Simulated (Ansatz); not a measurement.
Geometry optimisation, Ansatz, DFT r2SCAN-D3(BJ), scalar-relativistic, plane waves, PAW.

The input (input.yaml):

```yaml
crystal:
  lattice:
    - [6.874639, 0.0, 0.0]
    - [0.0, 6.874639, 0.0]
    - [0.0, 0.0, 6.874639]
  atoms:
    - { symbol: O, position: [0.334905, 0.2162698, 0.3027824] }
    - { symbol: H, position: [0.2107427, 0.1865984, 0.2431736] }
    - { symbol: H, position: [0.3382524, 0.3570762, 0.3062806] }
    - { symbol: O, position: [0.0183374, 0.4125526, 0.431319] }
    - { symbol: H, position: [0.1305038, 0.3393551, 0.4750305] }
    - { symbol: H, position: [-0.0091446, 0.499958, 0.5383465] }
    - { symbol: O, position: [0.938536, 0.7897212, 0.6746677] }
    - { symbol: H, position: [0.8266115, 0.8419668, 0.7424407] }
    - { symbol: H, position: [1.0068563, 0.7160496, 0.7734335] }
    - { symbol: O, position: [0.7759953, -0.0246993, 0.2340464] }
    - { symbol: H, position: [0.7063873, 0.0857211, 0.2870739] }
    - { symbol: H, position: [0.8172483, 0.0190114, 0.1066202] }
    - { symbol: O, position: [0.4466851, 0.6426019, 0.021843] }
    - { symbol: H, position: [0.5484736, 0.6950018, -0.060274] }
    - { symbol: H, position: [0.3743019, 0.7562177, 0.0630983] }
    - { symbol: O, position: [0.6668671, 0.4404617, 0.2709199] }
    - { symbol: H, position: [0.7717938, 0.474785, 0.1833861] }
    - { symbol: H, position: [0.5829634, 0.5536352, 0.2695813] }
    - { symbol: O, position: [0.381922, 0.8471534, 0.4971087] }
    - { symbol: H, position: [0.2613751, 0.9190317, 0.4847868] }
    - { symbol: H, position: [0.3412656, 0.7122587, 0.4976828] }
    - { symbol: O, position: [0.0382881, 0.6918193, 0.1966841] }
    - { symbol: H, position: [-0.073097, 0.7462961, 0.129785] }
    - { symbol: H, position: [0.1253453, 0.8014198, 0.2127665] }
    - { symbol: O, position: [0.8712723, 0.2719627, 0.8456225] }
    - { symbol: H, position: [0.8981362, 0.4102605, 0.8442337] }
    - { symbol: H, position: [0.7422274, 0.2628669, 0.9014305] }
    - { symbol: O, position: [0.2237503, 0.1563751, 0.8853419] }
    - { symbol: H, position: [0.2764584, 0.0328882, 0.9280353] }
    - { symbol: H, position: [0.1703606, 0.2130669, 1.0027534] }
    - { symbol: O, position: [0.4950626, 0.3436293, 1.0440215] }
    - { symbol: C, position: [0.4833721, 0.3762548, 0.8699576] }
    - { symbol: H, position: [0.5177355, 0.5201037, 0.8074679] }
    - { symbol: H, position: [0.4377496, 0.2638277, 0.7648051] }
basis:
  ecutwfc: 500.0
kpoints:
  mp_grid: { grid: [1, 1, 1] }
hamiltonian:
  xc: r2scan
  dispersion: d3bj
scf:
  occupations: { method: fermi_dirac, width: 0.02 }
  lower_state_search: "off"
relax:
  f_tol: 0.3
  max_steps: 15
  adjacent_minimum: "off"
```

Command:

```bash
$ ansatz run input.yaml --threads 1 --pin off --max-ram 3072MiB --backend cpu --events-out ev --progress --plain --runs-dir out
```

**Question.** Where does it end, and by what steps?

**Answer.** The forces met the threshold. The threshold is loose, so the end isn't yet a minimum. Limits of this set-up: coarse k mesh. After 14 steps the energy has fallen by 8.954 eV; O28 moved furthest, 1.52 Å.

| step | energy less start (eV) | largest force component (eV/Å) | accepted |
| --- | --- | --- | --- |
| 0 | 0.0000 | 5.215 | yes |
| 1 | -3.0339 | 2.123 | yes |
| 2 | -4.1895 | 3.362 | yes |
| 3 | -5.0546 | 2.921 | yes |
| 4 | -5.9505 | 2.560 | yes |
| 5 | -6.7144 | 1.381 | yes |
| 6 | -7.2223 | 1.398 | yes |
| 7 | -7.6276 | 1.345 | yes |
| 8 | -7.9919 | 1.245 | yes |
| 9 | -8.2217 | 1.037 | yes |
| 10 | -8.4025 | 0.973 | yes |
| 11 | -8.5857 | 0.738 | yes |
| 12 | -8.7277 | 0.751 | yes |
| 13 | -8.8663 | 0.532 | yes |
| 14 | -8.9544 | 0.287 | yes |

```xyz
34
Lattice="6.8746 0.0000 0.0000 0.0000 6.8746 0.0000 0.0000 0.0000 6.8746" Properties=species:S:1:pos:R:3
O 3.100 1.204 2.261
H 2.259 1.295 1.799
H 3.543 2.080 2.147
O 0.666 3.011 3.811
H 0.770 2.245 4.386
H -0.018 3.570 4.247
O 5.848 4.884 4.853
H 5.428 5.279 4.083
H 6.534 5.531 5.128
O 5.318 -0.057 1.211
H 4.537 0.334 1.657
H 5.802 0.705 0.842
O 2.947 5.502 0.316
H 3.765 6.027 0.284
H 2.626 5.612 1.230
O 4.352 3.569 2.128
H 5.299 3.655 1.900
H 3.906 4.011 1.386
O 1.829 5.315 2.906
H 1.674 5.992 3.586
H 1.677 4.455 3.344
O -0.103 4.451 1.063
H -0.653 5.245 0.921
H 0.559 4.749 1.714
O 6.568 2.007 6.625
H 6.781 2.875 7.027
H 5.670 2.133 6.290
O 1.048 -0.222 5.458
H 1.715 -0.599 6.066
H 0.687 0.558 5.914
O 3.749 2.339 6.178
C 3.400 2.913 5.170
H 3.196 4.003 5.184
H 3.296 2.377 4.218
```

Time of the run: 6.3 min on 1 thread of AMD EPYC 7R13 Processor (Zen 3) (shared host), peak memory 1.1 GiB.
